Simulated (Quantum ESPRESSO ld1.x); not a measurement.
Results of a calculation; reference values are marked as such.
All-electron atom: the silver ion Ag45+ in [He].

Level of theory: scalar-relativistic Kohn-Sham, LDA (Slater exchange, Perdew-Zunger correlation), spin-unpolarised, spherical densities, point nucleus (ld1.x of Quantum ESPRESSO 7.5).

Energy parts (eV):
| part | energy |
|---|---|
| total | -61048.23 |
| kinetic | 64938.77 |
| electron-nucleus | -126924.15 |
| Hartree | 1657.85 |
| exchange-correlation | -720.70 |

Orbitals (lengths in bohr, moments of r in powers of bohr):
| orbital | occ. | eigenvalue (eV) | <r^4> |
|---|---|---|---|
| 1s | 2 | -29814.2 | 4.297e-06 |

The highest occupied level is 1s at -29814 eV. Summed over all electrons, <r^2> = 0.002582 bohr^2, which gives a Langevin (diamagnetic) susceptibility term of -0.00204 x 10^-6 cm^3/mol.
